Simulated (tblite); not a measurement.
A geometry optimisation, step by step.

Species: H8NSi3 (doublet state).
Bonds: Si1–N2, N2–Si3, Si3–Si4. Hydrogens: H5, H6 on Si1; H7 on N2; H8, H9 on Si3; H10, H11, H12 on Si4.

Computed with GFN2-xTB (tblite), gas phase: L-BFGS steps from a force-field or distance-geometry start until the largest atomic force falls under 0.01 eV/Å. 7 of its 101 geometries are shown.

Step 0: E = -330.3404 eV, largest atomic force 2.937 eV/Å
```
atom  x, y, z in Å  |  force x, y, z in eV/Å
Si1     1.943    0.488   -1.007    1.300   1.428   0.061
N2      1.161   -0.909   -0.460    0.938  -0.906   1.038
Si3    -0.515   -0.807   -0.572   -2.930  -0.178  -0.090
Si4    -1.611    0.569    0.970    0.113  -0.359  -0.018
H5      3.383    0.226   -0.886    0.001  -0.018  -0.224
H6      1.614    1.551   -0.027    0.005   0.171  -0.331
H7      1.453   -1.121    0.498    0.045  -0.333  -0.463
H8     -0.870   -0.399   -1.958    0.272  -0.141   0.257
H9     -1.010   -2.190   -0.374    0.137   0.083  -0.069
H10    -1.219    0.173    2.365   -0.217   0.267  -0.439
H11    -3.091    0.437    0.842    0.480   0.110   0.113
H12    -1.236    1.982    0.761   -0.144  -0.124   0.165
```

Step 17: E = -330.7340 eV, largest atomic force 0.111 eV/Å
```
atom  x, y, z in Å  |  force x, y, z in eV/Å
Si1     2.035    0.566   -0.885    0.064   0.073  -0.053
N2      1.086   -0.784   -0.369    0.032   0.031   0.001
Si3    -0.640   -0.858   -0.554   -0.034  -0.006   0.001
Si4    -1.653    0.543    0.970   -0.031   0.023   0.056
H5      3.446    0.198   -0.895   -0.004  -0.037   0.058
H6      1.741    1.798   -0.148    0.011  -0.072  -0.007
H7      1.484   -1.381    0.342    0.046   0.009  -0.050
H8     -0.837   -0.496   -1.961   -0.039   0.047  -0.027
H9     -0.993   -2.276   -0.417    0.004  -0.052   0.060
H10    -1.271    0.236    2.358   -0.045  -0.019  -0.018
H11    -3.118    0.500    0.914    0.011  -0.010   0.011
H12    -1.278    1.952    0.796   -0.014   0.013  -0.032
```

Step 33: E = -330.7581 eV, largest atomic force 0.069 eV/Å
```
atom  x, y, z in Å  |  force x, y, z in eV/Å
Si1     2.128    0.581   -0.910   -0.016   0.046  -0.033
N2      1.089   -0.711   -0.413   -0.006  -0.008   0.008
Si3    -0.641   -0.834   -0.523   -0.029  -0.037  -0.038
Si4    -1.703    0.545    0.993    0.032  -0.035  -0.010
H5      3.503    0.116   -0.754   -0.010   0.033   0.030
H6      1.806    1.819   -0.202    0.015  -0.050  -0.017
H7      1.544   -1.438    0.115    0.004  -0.051   0.011
H8     -0.951   -0.495   -1.921    0.004  -0.012   0.037
H9     -0.913   -2.269   -0.326    0.003   0.058  -0.004
H10    -1.354    0.245    2.389   -0.019   0.015   0.001
H11    -3.168    0.489    0.920    0.032  -0.021  -0.011
H12    -1.339    1.950    0.781   -0.011   0.063   0.027
```

Step 50: E = -330.7656 eV, largest atomic force 0.046 eV/Å
```
atom  x, y, z in Å  |  force x, y, z in eV/Å
Si1     2.159    0.566   -0.924    0.002   0.015   0.001
N2      1.104   -0.713   -0.421    0.012  -0.026   0.030
Si3    -0.629   -0.814   -0.501   -0.013  -0.021  -0.039
Si4    -1.688    0.574    1.006    0.009  -0.036   0.008
H5      3.526    0.131   -0.647   -0.011   0.010   0.011
H6      1.779    1.811   -0.264   -0.022  -0.011  -0.009
H7      1.571   -1.517   -0.036   -0.009  -0.013  -0.010
H8     -0.981   -0.511   -1.897   -0.001   0.019  -0.001
H9     -0.922   -2.242   -0.285    0.025   0.033   0.016
H10    -1.386    0.273    2.412    0.004   0.007  -0.009
H11    -3.143    0.440    0.873   -0.006   0.022   0.013
H12    -1.390    2.001    0.836    0.009   0.000  -0.011
```

Step 67: E = -330.7738 eV, largest atomic force 0.091 eV/Å
```
atom  x, y, z in Å  |  force x, y, z in eV/Å
Si1     2.166    0.542   -0.905   -0.013   0.025   0.035
N2      1.113   -0.736   -0.386    0.045  -0.078  -0.005
Si3    -0.620   -0.809   -0.491    0.022  -0.020  -0.030
Si4    -1.664    0.593    1.012    0.016  -0.025   0.000
H5      3.520    0.206   -0.476   -0.008  -0.018   0.023
H6      1.635    1.782   -0.351   -0.008   0.010  -0.013
H7      1.568   -1.621   -0.226    0.000   0.090  -0.011
H8     -0.971   -0.503   -1.889   -0.038  -0.014   0.004
H9     -0.904   -2.233   -0.263   -0.037   0.000  -0.005
H10    -1.360    0.293    2.416    0.009   0.020  -0.003
H11    -3.122    0.467    0.887    0.008   0.020   0.003
H12    -1.361    2.017    0.825    0.005  -0.009   0.003
```

Step 83: E = -330.7906 eV, largest atomic force 0.094 eV/Å
```
atom  x, y, z in Å  |  force x, y, z in eV/Å
Si1     2.147    0.562   -0.799   -0.005   0.006   0.020
N2      1.106   -0.792   -0.491   -0.037   0.086   0.007
Si3    -0.630   -0.867   -0.519   -0.017  -0.007   0.018
Si4    -1.550    0.602    1.000   -0.015   0.006  -0.008
H5      3.368    0.348   -0.026    0.002   0.004   0.001
H6      1.409    1.776   -0.468    0.020  -0.035  -0.009
H7      1.581   -1.679   -0.476    0.005  -0.037  -0.009
H8     -1.090   -0.569   -1.887    0.009  -0.017  -0.041
H9     -0.924   -2.286   -0.274    0.009   0.009   0.015
H10    -1.219    0.348    2.407    0.039  -0.002  -0.007
H11    -3.017    0.553    0.939    0.012   0.013  -0.012
H12    -1.181    2.002    0.743   -0.021  -0.026   0.026
```

Step 100: E = -330.7944 eV, largest atomic force 0.010 eV/Å
```
atom  x, y, z in Å  |  force x, y, z in eV/Å
Si1     2.157    0.567   -0.752    0.002  -0.001   0.003
N2      1.092   -0.784   -0.520    0.001  -0.002  -0.003
Si3    -0.643   -0.872   -0.535   -0.001  -0.008   0.006
Si4    -1.528    0.609    0.990   -0.006   0.004  -0.006
H5      3.311    0.372    0.122   -0.002   0.001  -0.001
H6      1.396    1.785   -0.511    0.000  -0.002   0.004
H7      1.559   -1.675   -0.575    0.004   0.000   0.001
H8     -1.120   -0.636   -1.911   -0.001   0.003  -0.006
H9     -0.916   -2.286   -0.237    0.000   0.005   0.001
H10    -1.148    0.336    2.381    0.003   0.006  -0.008
H11    -2.995    0.575    0.958   -0.003  -0.006   0.007
H12    -1.164    2.010    0.743    0.003   0.000   0.004
```

Task: Summarise the path.

Result: The energy falls by 10.47 kcal/mol from step 0 to step 100; nine tenths of that is first reached at step 26. It never rises by more than 0.2 meV. The largest force goes from 2.937 to 0.010 eV/Å. Among the bonds N2–Si3 changes most, from 1.683 to 1.738 Å; the atoms move by 0.521 Å rms after alignment.

Task: Follow the three bonds and two angles with the largest change from start to end.

Result: 
```csv
step,E above end (kcal/mol),largest force (eV/Å),N2–Si3 (Å),Si1–N2 (Å),Si3–Si4 (Å),Si1–N2–Si3 (°),H5–Si1–H6 (°)
0,10.47,2.937,1.683,1.691,2.340,112.9,106.9
4,4.66,0.653,1.759,1.750,2.286,116.5,113.3
9,2.31,0.221,1.736,1.727,2.307,123.8,117.9
13,1.67,0.304,1.747,1.738,2.316,122.2,115.4
17,1.39,0.111,1.738,1.729,2.305,123.1,114.2
22,1.14,0.108,1.741,1.729,2.312,125.3,113.2
26,1.02,0.124,1.738,1.731,2.305,126.6,113.6
30,0.91,0.072,1.737,1.730,2.304,128.4,114.6
35,0.81,0.070,1.739,1.732,2.309,129.1,115.0
39,0.76,0.080,1.738,1.731,2.307,128.9,114.0
43,0.73,0.039,1.738,1.732,2.308,129.5,113.7
48,0.69,0.093,1.738,1.733,2.308,130.0,114.0
52,0.65,0.076,1.737,1.733,2.306,129.0,114.6
57,0.60,0.193,1.737,1.734,2.305,128.4,115.6
61,0.55,0.079,1.738,1.736,2.305,128.2,116.0
65,0.50,0.077,1.738,1.735,2.305,127.9,115.7
70,0.37,0.162,1.738,1.735,2.308,128.7,114.8
74,0.26,0.071,1.741,1.737,2.309,127.9,115.5
78,0.15,0.161,1.738,1.735,2.305,128.7,115.5
83,0.09,0.094,1.738,1.736,2.305,129.0,115.1
87,0.02,0.040,1.738,1.735,2.303,130.4,114.5
91,0.01,0.019,1.738,1.735,2.303,130.5,115.2
96,0.00,0.021,1.738,1.735,2.302,130.8,115.0
100,0.00,0.010,1.738,1.736,2.303,130.6,115.2
```

What follows is the cost of the whole relaxation. The run took 0.7 s wall on an Intel Xeon Platinum 8488C with one thread (shared host).
